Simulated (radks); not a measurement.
Values are calculated unless marked as measured or tabulated.
How relativity changes the ionisation of the xenon ion Xe2+ ([Kr] 4d10 5s2 5p4) to Xe3+ ([Kr] 4d10 5s2 5p3). Spin-unpolarised spherical Kohn-Sham, PBE, point nucleus unless stated (finite: rms radius 4.7859 fm), a radial shooting solver on a logarithmic mesh with Libxc functionals. A level marked "c x" has the speed of light scaled by that factor and shares open shells by 2j + 1; other Dirac levels either fill j = l - 1/2 first or share by 2j + 1.

level                               E(Xe2+) (hartree)  E(Xe3+) (hartree)  IE (eV)   HOMO  <r> HOMO (bohr)
non-rel.                                  -7232.97363        -7231.81281   31.588     5p            2.111
scalar-rel.                               -7446.04120        -7444.87539   31.723     5p            2.091
scalar-rel., finite nucleus               -7445.77729        -7444.61147   31.724     5p            2.091
Dirac, 2j+1 shares                        -7449.00746        -7447.84020   31.763  5p3/2            2.116
Dirac, low j first                        -7449.04509        -7447.90267   31.087  5p3/2            2.119
Dirac, 2j+1 shares, finite nucleus        -7448.74257        -7447.57530   31.763  5p3/2            2.116
Dirac, c x 0.85                           -7541.92564        -7540.75537   31.845  5p3/2            2.119
Dirac, c x 3                              -7255.36630        -7254.20484   31.605  5p3/2            2.111
Dirac, c x 10                             -7234.97407        -7233.81319   31.589  5p3/2            2.111

NIST Atomic Spectra Database: 31.05 eV (semi-empirical). The relativistic part of the total energy of Xe2+ is -215.8 hartree (Dirac, 2j+1 shares, finite nucleus), 3 % of the non-relativistic value. Spin polarisation and multiplet splitting of open shells are left out at every level.

Beside tabulated values, note that relativity, absent from the non-relativistic runs, is large for the heavy elements, and spin-unpolarised runs miss the spin-polarisation part of the exchange energy of open shells.
